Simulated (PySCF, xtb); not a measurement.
C4H4BN, SMILES C#CB(N)C#C. One conformer was computed; it need not be the lowest.

Harmonic wavenumbers (cm⁻¹) from xtb 6.7.1 with GFN2-xTB at its own minimum, in rising order: 96, 161, 177, 245, 379, 441, 521, 567, 603, 645, 668, 684, 689, 703, 820, 1166, 1363, 1527, 2217, 2220, 3359, 3359, 3488, 3529.

### Question
What does PBE-D3(BJ)/def2-SVP run with PySCF 2.14.0 give at its own minimum? (The exact figures need the calculation; the answer reports its results.)

### Answer
112, 184, 205, 280, 421, 490, 522, 628, 629, 641, 664, 666, 703, 704, 830, 1171, 1332, 1537, 2108, 2114, 3396, 3396, 3515, 3627. Paired by order, the mean absolute difference is 33 cm⁻¹ and the zero-point energies are 42.4 and 42.7 kcal/mol.
